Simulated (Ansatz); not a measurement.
Consider the cleavage of the B–B bond: `BBB[SeH]` + NH₃ → `BBN` + `B[SeH]`.

Computed with Ansatz on PBE0-D4/def2-TZVP structures; ΔE is electronic, products minus reactants. CCSD(T)/CBS is the MP2 limit (def2-TZVPP, def2-QZVPP) plus CCSD(T) − MP2 in def2-TZVPP, frozen cores. This one scheme is used for every species. Functionals use def2-TZVPP. For Se outer-core shells are correlated without core-valence functions, which leaves a few kJ/mol of doubt a bond. Scalar relativity is left out up to krypton. One conformer a species, not always the lowest.

`BBB[SeH]`:

```xyz
9

B     0.919   -0.175   -1.636
B    -0.417    0.096   -0.754
B    -0.441    0.361    0.871
Se   -0.531   -1.067    2.142
H     1.573    0.708   -2.116
H     1.304   -1.296   -1.830
H    -1.474    0.137   -1.334
H    -0.392    1.477    1.299
H    -0.541   -0.240    3.357
```

NH₃:

Z-matrix (Å, degrees):
```
N
H 1 1.013
H 1 1.013 2 107.1
H 1 1.013 2 107.1 3 -114.5
```

`BBN`:

Cartesian coordinates in Å:
```
B 0.860 -0.962 -0.562
B -0.070 -0.040 0.465
N -0.858 1.068 0.174
H 0.440 -1.957 -1.086
H 2.026 -0.738 -0.743
H -0.050 -0.391 1.623
H -1.387 1.559 0.874
H -0.961 1.460 -0.746
```

`B[SeH]`:

Cartesian coordinates in Å:
```
B 0.629 -0.018 0.102
Se -1.189 -0.105 0.641
H 0.923 0.171 -1.034
H 1.433 -0.165 0.969
H -1.796 0.117 -0.679
```

```
   species  r2SCANh-D4 energy (Eh)
`BBB[SeH]`             -2479.01363
       NH₃               -56.54572
     `BBN`              -107.41860
  `B[SeH]`             -2428.18176
```

(1) Work out ΔE.

Largest T1 diagnostic among the species: 0.014.

Results:

(1) ΔE = (-107.41860) + (-2428.18176) − (-2479.01363) − (-56.54572) = -0.04101 Eh = -107.7 kJ/mol. CCSD(T)/CBS gives -114.6 kJ/mol.

Leaving LDA and LC-ωPBE aside and taking each functional with its dispersion term where it has one, the values, not all of them listed here, spread over 22.5 kJ/mol, from CAM-B3LYP-D4 to B97M-V. LDA lies −4.8 kJ/mol from PBE without D4. From BLYP to BHLYP (50 % exact exchange), in def2-TZVPP and without D4, ΔE moves by −8.8 kJ/mol.
